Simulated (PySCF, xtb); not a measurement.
CH₈O₂Si₃, SMILES O=CO[SiH2][SiH2][SiH3].

GFN2-xTB (xtb) at its own geometry gives an orbital gap of 2.85 eV and a dipole moment of 1.22 D.

The structure is a stationary point at TPSSh-D3(BJ)/def2-SVP. This is a generated structure with no PubChem entry under its InChIKey; it may be hypothetical. Other conformers were not sampled.

Problem. What does HF/def2-TZVP (PySCF) give? (The exact figures need the calculation; the answer reports its results.)

Solution. gap 13.11 eV (levels -10.50 and 2.61 eV), dipole 1.64 D.
